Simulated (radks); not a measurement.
Values are calculated unless marked as measured or tabulated.
Task: I23+, configuration [Ar] 3d10 4s2. Code: a radial shooting solver on a logarithmic mesh with Libxc functionals. Model: Dirac Kohn-Sham, LB94 model potential, spin-unpolarised, spherical densities, finite nucleus; Fermi nuclear charge, rms radius 4.75 fm. Some entries of the table are withheld. Estimate them.

| orbital | occ. | eigenvalue (eV) | <1/r> (bohr^-1) | <r> (bohr) |
|---|---|---|---|---|
| 1s1/2 | 2 | -33842.12 | (1) | 0.02718 |
| 2s1/2 | 2 | -5843.575 | 13.30 | 0.1163 |
| 2p1/2 | 2 | -5536.966 | 13.31 | 0.09799 |
| 2p3/2 | 4 | -5233.878 | 12.27 | 0.1037 |
| 3s1/2 | 2 | -1717.515 | 4.785 | (2) |
| 3p1/2 | 2 | -1589.644 | 4.713 | 0.2992 |
| 3p3/2 | 4 | -1531.210 | 4.457 | 0.3102 |
| 3d3/2 | 4 | -1307.127 | 4.336 | 0.2789 |
| 3d5/2 | 6 | -1294.489 | 4.270 | 0.2824 |
| 4s1/2 | 2 | -774.5476 | 2.239 | 0.6460 |

Result: 
(1) 1s1/2 <1/r> (bohr^-1): 56.89
(2) 3s1/2 <r> (bohr): 0.3099
